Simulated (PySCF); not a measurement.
HO4S, SMILES [O]S(=O)(=O)O, multiplicity 2.

Coordinates come from a r2SCAN-D4/def2-SVP optimisation. The isomer is the one that the SMILES or the coordinates give; other isomers of the formula were not compared. The values are those of a single conformer.

All values below come from TDA-PBE0/def2-SVPD (PySCF).

Vertical excitations. 

Computed lowest excited states:
| state | energy (eV) | λ (nm) | f | main pairs |
|---|---|---|---|---|
| root 1 | 0.93 | 1332 | 0.001 | β HOMO→LUMO 86 % |
| root 2 | 1.66 | 746 | 0.000 | β HOMO−1→LUMO 87 % |
| root 3 | 2.71 | 457 | 0.012 | β HOMO−3→LUMO 89 % |
| root 4 | 2.80 | 443 | 0.016 | β HOMO−4→LUMO 51 %, β HOMO−2→LUMO 35 %, β HOMO−1→LUMO 11 % |
| root 5 | 3.24 | 382 | 0.040 | β HOMO−2→LUMO 52 %, β HOMO−4→LUMO 41 % |
| root 6 | 3.81 | 325 | 0.004 | β HOMO−5→LUMO 92 % |
| root 7 | 5.39 | 230 | 0.039 | β HOMO−6→LUMO 94 % |
| root 8 | 6.38 | 194 | 0.013 | β HOMO−8→LUMO 95 % |
| root 9 | 6.71 | 185 | 0.009 | β HOMO−7→LUMO 97 % |
| root 10 | 7.79 | 159 | 0.000 | α HOMO→LUMO 15 %, β HOMO→LUMO+1 69 % |
Unrestricted roots are not spin-pure.
